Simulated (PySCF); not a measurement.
**Broadened absorption spectrum of C5H8O2**

C₅H₈O₂.
SMILES: `C1OCC12COC2`

Computed with TDDFT PBE0/def2-SVPD, vertical, gas phase, core orbitals frozen in the response in PySCF. Isolated species at its GFN2-xTB geometry, gas phase.

Each state is given a Gaussian of 0.5 eV full width at half maximum, with ε(max) = 2.175×10⁸ f / Δν̃ (Δν̃ the width in cm⁻¹). The width is an assumption, not a result. The curve ends short of the highest state used, and states not computed would add to its high-energy end.

```csv
E (eV),ε (L mol⁻¹ cm⁻¹)
5.89,0
5.91,0
5.94,0
5.96,0
5.99,1
6.01,1
6.03,1
6.06,2
6.08,3
6.10,4
6.13,6
6.15,8
6.17,11
6.20,16
6.22,21
6.25,30
6.27,39
6.29,50
6.32,71
6.34,90
6.36,113
6.39,157
6.41,195
6.43,240
6.46,325
6.48,394
6.50,475
6.53,620
6.55,734
6.58,933
6.60,1084
6.62,1250
6.65,1525
6.67,1725
6.69,1934
6.72,2261
6.74,2483
6.76,2705
6.79,3026
6.81,3227
6.83,3411
6.86,3649
6.88,3775
6.91,3908
6.93,3957
6.95,3971
6.98,3927
7.00,3855
7.02,3752
7.05,3543
7.07,3373
7.09,3183
7.12,2870
7.14,2649
7.16,2424
7.19,2086
```

Question: Locate the maxima and give the states behind the curve.

Answer: 178 nm (6.95 eV), ε about 4000, made up of S3 (50%) and S4 (50%) (ε in L mol⁻¹ cm⁻¹; maxima over ε = 5, shares over 10%). The states used: S1 6.64 eV (f 0.0007); S2 6.64 eV (f 0.0007); S3 6.95 eV (f 0.037); S4 6.95 eV (f 0.037); S5 7.67 eV (f 0.0000); S6 7.77 eV (f 0.0000); S7 7.79 eV (f 0.0000).

Question: Coming from long wavelengths, where does ε first pass 100 L mol⁻¹ cm⁻¹?

Answer: At about 195 nm (6.35 eV), 0.29 eV below S1.

Question: Does any computed singlet lie in the visible range?

Answer: No computed singlet lies in the visible range (380 to 750 nm); the lowest, at 187 nm, stands 3.38 eV above its violet end (3.26 eV).

Question: On this curve, what absorbance would a 10⁻³ mol/L sample give at 193 nm over a 1 cm path?

Answer: 193 nm is 6.424 eV, where ε is about 230 L mol⁻¹ cm⁻¹, so A = ε c l ≈ 0.23 (Beer–Lambert, with the gas-phase spectrum and the assumed width).

The run took 34 s of wall time on Arm Neoverse V1, one thread, no GPU, on a shared host.
